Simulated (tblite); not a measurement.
A geometry optimisation, step by step.

C4H8F2O2.
SMILES with atom numbers: `[CH3:1][O:2][C@H:3]([CH2:4][F:5])[O:6][CH2:7][F:8]` (hydrogens: H9, H10, H11 on C1; H12 on C3; H13, H14 on C4; H15, H16 on C7)

Computed with GFN2-xTB (tblite), gas phase: L-BFGS steps from a force-field or distance-geometry start until the largest atomic force falls under 0.01 eV/Å. 11 of its 46 geometries are shown.

Step 0: E = -822.5977 eV, largest atomic force 1.414 eV/Å
```
atom  x, y, z in Å  |  force x, y, z in eV/Å
C1     -1.852   -0.433    0.786   -0.442  -0.143  -0.329
O2     -0.901   -0.577   -0.257    0.714   0.321   0.450
C3      0.245    0.277   -0.080   -0.694  -0.087  -1.229
C4     -0.123    1.748   -0.389    0.147  -0.334   0.408
F5     -0.707    2.301    0.725    0.000   0.078  -0.106
O6      1.251   -0.108   -1.010   -0.297  -0.882   0.764
C7      1.819   -1.354   -0.654   -0.474   0.925  -0.124
F8      2.470   -1.190    0.537    0.062  -0.302   0.019
H9     -2.352    0.538    0.717    0.059  -0.009   0.136
H10    -2.623   -1.209    0.664    0.403   0.129  -0.188
H11    -1.404   -0.555    1.770    0.169   0.067   0.103
H12     0.617    0.201    0.944    0.042   0.000   0.277
H13     0.763    2.332   -0.605    0.320   0.056  -0.037
H14    -0.824    1.820   -1.216   -0.194  -0.104  -0.085
H15     2.550   -1.637   -1.403    0.197   0.142  -0.236
H16     1.062   -2.144   -0.541   -0.013   0.142   0.179
```

Step 4: E = -822.6886 eV, largest atomic force 0.219 eV/Å
```
atom  x, y, z in Å  |  force x, y, z in eV/Å
C1     -1.854   -0.430    0.780   -0.015  -0.028   0.044
O2     -0.881   -0.579   -0.236   -0.166  -0.082  -0.065
C3      0.218    0.272   -0.093    0.117   0.056   0.025
C4     -0.116    1.742   -0.389   -0.042   0.018   0.008
F5     -0.704    2.305    0.718    0.054   0.055  -0.045
O6      1.221   -0.136   -0.991    0.039   0.178  -0.121
C7      1.802   -1.334   -0.657    0.080  -0.124   0.124
F8      2.478   -1.220    0.539    0.014  -0.048  -0.055
H9     -2.350    0.541    0.728    0.001   0.013   0.003
H10    -2.595   -1.214    0.635    0.069  -0.053  -0.112
H11    -1.397   -0.546    1.767    0.012   0.021   0.060
H12     0.605    0.209    0.939   -0.014   0.064   0.170
H13     0.784    2.324   -0.605    0.016  -0.139  -0.009
H14    -0.832    1.812   -1.212    0.002   0.003  -0.035
H15     2.548   -1.606   -1.413   -0.099   0.180  -0.054
H16     1.064   -2.131   -0.522   -0.068  -0.117   0.063
```

Step 9: E = -822.7043 eV, largest atomic force 0.129 eV/Å
```
atom  x, y, z in Å  |  force x, y, z in eV/Å
C1     -1.854   -0.435    0.783    0.018  -0.012  -0.029
O2     -0.884   -0.577   -0.236    0.035  -0.011   0.050
C3      0.218    0.275   -0.085   -0.052   0.034   0.093
C4     -0.119    1.740   -0.392    0.031   0.031  -0.017
F5     -0.692    2.324    0.709    0.016   0.039  -0.032
O6      1.222   -0.130   -0.979   -0.054   0.020   0.115
C7      1.796   -1.338   -0.651    0.013   0.022  -0.018
F8      2.488   -1.236    0.533    0.022  -0.017  -0.014
H9     -2.351    0.538    0.732   -0.026  -0.051  -0.005
H10    -2.577   -1.228    0.609   -0.010   0.005   0.051
H11    -1.397   -0.542    1.774   -0.044  -0.047  -0.051
H12     0.593    0.224    0.959   -0.035   0.004  -0.026
H13     0.796    2.291   -0.611    0.039   0.006  -0.056
H14    -0.832    1.810   -1.218    0.024  -0.007   0.013
H15     2.527   -1.566   -1.431   -0.022  -0.070  -0.030
H16     1.058   -2.143   -0.508    0.046   0.053  -0.044
```

Step 14: E = -822.7147 eV, largest atomic force 0.111 eV/Å
```
atom  x, y, z in Å  |  force x, y, z in eV/Å
C1     -1.859   -0.449    0.780   -0.059  -0.025   0.043
O2     -0.877   -0.579   -0.223   -0.001   0.013   0.007
C3      0.208    0.287   -0.053    0.054  -0.041  -0.059
C4     -0.111    1.748   -0.396    0.015  -0.024   0.006
F5     -0.673    2.370    0.687    0.027   0.071  -0.024
O6      1.224   -0.110   -0.935    0.076  -0.029  -0.075
C7      1.794   -1.330   -0.650   -0.008   0.009  -0.022
F8      2.511   -1.256    0.520    0.055  -0.046  -0.026
H9     -2.365    0.517    0.730   -0.023   0.019  -0.007
H10    -2.574   -1.246    0.606   -0.058  -0.057  -0.028
H11    -1.413   -0.563    1.773    0.008  -0.011   0.067
H12     0.569    0.244    0.993   -0.025   0.014   0.045
H13     0.820    2.262   -0.642   -0.028   0.055   0.018
H14    -0.821    1.808   -1.224   -0.003  -0.015   0.001
H15     2.495   -1.556   -1.460    0.037   0.021   0.037
H16     1.063   -2.139   -0.515   -0.066   0.046   0.017
```

Step 18: E = -822.7191 eV, largest atomic force 0.057 eV/Å
```
atom  x, y, z in Å  |  force x, y, z in eV/Å
C1     -1.867   -0.459    0.785    0.031   0.001  -0.011
O2     -0.875   -0.579   -0.215   -0.007   0.012  -0.004
C3      0.210    0.289   -0.044   -0.022   0.031   0.023
C4     -0.104    1.750   -0.399   -0.009   0.020  -0.014
F5     -0.660    2.400    0.672    0.010  -0.019   0.001
O6      1.233   -0.103   -0.925   -0.010   0.017   0.054
C7      1.796   -1.328   -0.653    0.013  -0.027   0.005
F8      2.530   -1.274    0.509    0.001  -0.012  -0.013
H9     -2.376    0.508    0.729   -0.002  -0.039   0.026
H10    -2.580   -1.261    0.602    0.034   0.029  -0.008
H11    -1.423   -0.574    1.780   -0.051   0.000  -0.001
H12     0.556    0.253    1.010    0.032  -0.009  -0.043
H13     0.826    2.262   -0.653   -0.010   0.012  -0.004
H14    -0.816    1.803   -1.226   -0.004  -0.016  -0.011
H15     2.490   -1.551   -1.467    0.022  -0.012  -0.013
H16     1.054   -2.126   -0.515   -0.030   0.012   0.013
```

Step 22: E = -822.7202 eV, largest atomic force 0.034 eV/Å
```
atom  x, y, z in Å  |  force x, y, z in eV/Å
C1     -1.867   -0.463    0.785   -0.010   0.005   0.003
O2     -0.875   -0.577   -0.213    0.020   0.018   0.006
C3      0.209    0.293   -0.040    0.029  -0.004  -0.010
C4     -0.103    1.753   -0.401    0.002  -0.009   0.002
F5     -0.654    2.409    0.667   -0.018  -0.008   0.005
O6      1.236   -0.099   -0.915    0.023  -0.002  -0.019
C7      1.796   -1.329   -0.653   -0.014   0.015   0.002
F8      2.538   -1.283    0.504    0.001  -0.016   0.012
H9     -2.380    0.501    0.733   -0.010   0.019   0.007
H10    -2.577   -1.264    0.598    0.001  -0.019  -0.019
H11    -1.433   -0.579    1.784    0.006  -0.012   0.007
H12     0.556    0.256    1.012    0.010   0.010   0.011
H13     0.827    2.263   -0.659   -0.008   0.009  -0.014
H14    -0.816    1.799   -1.229   -0.006   0.001   0.002
H15     2.488   -1.550   -1.472   -0.031  -0.010   0.009
H16     1.047   -2.121   -0.513    0.006   0.004  -0.003
```

Step 27: E = -822.7211 eV, largest atomic force 0.028 eV/Å
```
atom  x, y, z in Å  |  force x, y, z in eV/Å
C1     -1.867   -0.463    0.786    0.013  -0.006  -0.004
O2     -0.869   -0.570   -0.209   -0.004  -0.020  -0.001
C3      0.217    0.299   -0.037   -0.011   0.006   0.013
C4     -0.103    1.754   -0.403   -0.002   0.012   0.002
F5     -0.657    2.408    0.665   -0.003   0.005  -0.003
O6      1.245   -0.095   -0.911   -0.011   0.002   0.011
C7      1.794   -1.329   -0.651    0.004  -0.020   0.001
F8      2.541   -1.295    0.504   -0.013   0.008  -0.006
H9     -2.386    0.499    0.739    0.017  -0.013  -0.011
H10    -2.572   -1.268    0.587    0.009   0.016  -0.008
H11    -1.440   -0.586    1.787    0.014  -0.005  -0.013
H12     0.564    0.262    1.014    0.006   0.024   0.014
H13     0.823    2.270   -0.667   -0.002   0.016   0.004
H14    -0.818    1.794   -1.229   -0.004  -0.008   0.006
H15     2.479   -1.556   -1.473    0.008  -0.012  -0.011
H16     1.041   -2.115   -0.512   -0.021  -0.007   0.007
```

Step 32: E = -822.7219 eV, largest atomic force 0.029 eV/Å
```
atom  x, y, z in Å  |  force x, y, z in eV/Å
C1     -1.863   -0.466    0.784    0.010  -0.005  -0.006
O2     -0.860   -0.568   -0.205    0.024   0.007  -0.001
C3      0.223    0.305   -0.031    0.009   0.008  -0.010
C4     -0.103    1.758   -0.404   -0.009  -0.004   0.000
F5     -0.661    2.412    0.663    0.003   0.010   0.001
O6      1.250   -0.093   -0.904    0.006   0.004  -0.006
C7      1.790   -1.333   -0.650   -0.018   0.015   0.004
F8      2.540   -1.305    0.502    0.005  -0.016   0.000
H9     -2.383    0.494    0.739    0.024   0.005  -0.004
H10    -2.565   -1.269    0.572   -0.007  -0.009   0.012
H11    -1.439   -0.596    1.786   -0.003  -0.005   0.003
H12     0.570    0.278    1.022   -0.018  -0.009  -0.017
H13     0.817    2.281   -0.673   -0.011  -0.009   0.012
H14    -0.822    1.788   -1.227   -0.001   0.001  -0.007
H15     2.470   -1.566   -1.476   -0.019   0.002   0.022
H16     1.028   -2.112   -0.508    0.004   0.005  -0.003
```

Step 36: E = -822.7223 eV, largest atomic force 0.022 eV/Å
```
atom  x, y, z in Å  |  force x, y, z in eV/Å
C1     -1.858   -0.469    0.782   -0.002   0.000   0.006
O2     -0.852   -0.568   -0.204   -0.016  -0.014  -0.004
C3      0.226    0.309   -0.030   -0.011  -0.007  -0.001
C4     -0.106    1.760   -0.405    0.000   0.002  -0.002
F5     -0.663    2.416    0.662   -0.008  -0.005  -0.006
O6      1.254   -0.089   -0.902    0.010   0.009   0.012
C7      1.785   -1.333   -0.649    0.013  -0.004   0.004
F8      2.539   -1.312    0.501   -0.008  -0.002   0.010
H9     -2.376    0.493    0.738    0.012   0.005  -0.002
H10    -2.562   -1.271    0.568    0.008   0.001   0.002
H11    -1.438   -0.601    1.785    0.006  -0.005  -0.001
H12     0.570    0.284    1.023    0.003  -0.006  -0.001
H13     0.813    2.285   -0.673    0.005  -0.001  -0.007
H14    -0.824    1.785   -1.228   -0.002   0.012   0.002
H15     2.462   -1.571   -1.474    0.003  -0.002  -0.015
H16     1.021   -2.109   -0.506   -0.014   0.017   0.003
```

Step 40: E = -822.7226 eV, largest atomic force 0.014 eV/Å
```
atom  x, y, z in Å  |  force x, y, z in eV/Å
C1     -1.855   -0.471    0.782    0.006   0.000  -0.004
O2     -0.849   -0.571   -0.204    0.009   0.006  -0.007
C3      0.226    0.311   -0.030    0.008  -0.004   0.002
C4     -0.108    1.762   -0.406   -0.001  -0.006  -0.003
F5     -0.666    2.418    0.659   -0.003  -0.006   0.002
O6      1.260   -0.085   -0.897    0.001  -0.003  -0.003
C7      1.784   -1.333   -0.647   -0.007   0.005  -0.005
F8      2.538   -1.319    0.503    0.001  -0.003   0.000
H9     -2.367    0.493    0.737   -0.008  -0.003   0.010
H10    -2.558   -1.272    0.566   -0.009   0.006   0.001
H11    -1.436   -0.607    1.785    0.010   0.001   0.000
H12     0.570    0.287    1.023   -0.007   0.000   0.012
H13     0.811    2.288   -0.675    0.001  -0.006  -0.004
H14    -0.826    1.786   -1.228   -0.003   0.003  -0.008
H15     2.457   -1.574   -1.475    0.005   0.003   0.009
H16     1.013   -2.103   -0.505   -0.005   0.008  -0.002
```

Step 45: E = -822.7227 eV, largest atomic force 0.009 eV/Å
```
atom  x, y, z in Å  |  force x, y, z in eV/Å
C1     -1.852   -0.472    0.781   -0.003   0.001   0.003
O2     -0.847   -0.571   -0.206   -0.009   0.000  -0.003
C3      0.227    0.311   -0.030   -0.005   0.000  -0.003
C4     -0.109    1.761   -0.407    0.001   0.003   0.001
F5     -0.668    2.416    0.658    0.001   0.003   0.001
O6      1.262   -0.083   -0.895    0.003   0.003   0.004
C7      1.783   -1.332   -0.646    0.001  -0.001   0.002
F8      2.536   -1.322    0.504   -0.003  -0.001   0.002
H9     -2.365    0.492    0.740    0.001   0.003   0.005
H10    -2.559   -1.270    0.565    0.003  -0.001   0.000
H11    -1.432   -0.609    1.784    0.005  -0.004  -0.001
H12     0.568    0.288    1.025   -0.001   0.004  -0.005
H13     0.810    2.287   -0.676    0.002   0.003   0.001
H14    -0.827    1.787   -1.230    0.003  -0.009   0.000
H15     2.456   -1.575   -1.474    0.001   0.000   0.001
H16     1.008   -2.098   -0.505    0.001  -0.004  -0.005
```

**Question.** Summarise the path.

**Answer.** The energy falls by 12.07 kJ/mol from step 0 to step 45; nine tenths of that is first reached at step 12. It falls at every step. The largest force goes from 1.414 to 0.009 eV/Å. Among the bonds O2–C3 changes most (a near tie, within 0.001 Å, with another), from 1.440 to 1.401 Å; the atoms move by 0.095 Å rms after alignment.

The cost below is that of the whole relaxation. On an Arm Neoverse V2 with one thread, no GPU, shared host with 96 logical CPUs at a one-minute load of 42, this took 0.18 s.
